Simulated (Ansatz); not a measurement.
The same path of F4H3O2Ta (10 atoms, charge 0, multiplicity 1) was run twice with different band settings. Lost on the way: O8–H10. Made: F2–H10.

Theory: RKS B3LYP-D4/def2-SVP in Ansatz 0.2.0.

Relaxed end points:

```xyz
10
Properties=species:S:1:pos:R:3
Ta 0.024 -0.139 0.184
F 1.819 -0.778 0.210
O -0.299 -0.847 1.902
H -0.323 -0.997 2.849
F 0.544 0.853 -1.367
F -1.271 1.232 0.459
F -0.901 -1.440 -0.789
O 1.210 1.561 1.202
H 0.821 2.434 1.030
H 2.137 1.588 0.918
```

```xyz
10
Properties=species:S:1:pos:R:3
Ta -0.170 0.314 0.220
F 2.086 -0.344 0.282
O -0.349 -0.355 1.988
H -0.277 -1.011 2.686
F 0.358 0.854 -1.518
F -1.853 1.115 0.138
F -0.334 -1.439 -0.460
O 1.073 1.725 0.886
H 1.031 2.029 1.804
H 2.197 0.579 0.571
```

Common settings: movable images 9; climbing image yes; spring 5.0 eV/Å²; optimiser quadratic models (default); force threshold 0.03 eV/Å; iteration limit 60; end points relaxed.

| run | start path |
| --- | --- |
| 1 | through a guess of the saddle point |
| 2 | straight line |

(1) What does each run give, and how far can it be trusted?

Answers

(1) Run 1: converged after 24 iterations, highest image 1.018 eV above the first end. A vibrational analysis at the climbing image gives one clearly imaginary mode, 376i cm⁻¹: a first-order saddle point.
Run 2: converged after 12 iterations, highest image 1.018 eV above the first end. Another band between the same ends (9 images) ends at a top of the same energy, where a vibrational analysis finds 1 clearly imaginary mode.
The orbitals stay closed-shell, which can raise the energy where a bond breaks towards radicals; this wasn't checked here.
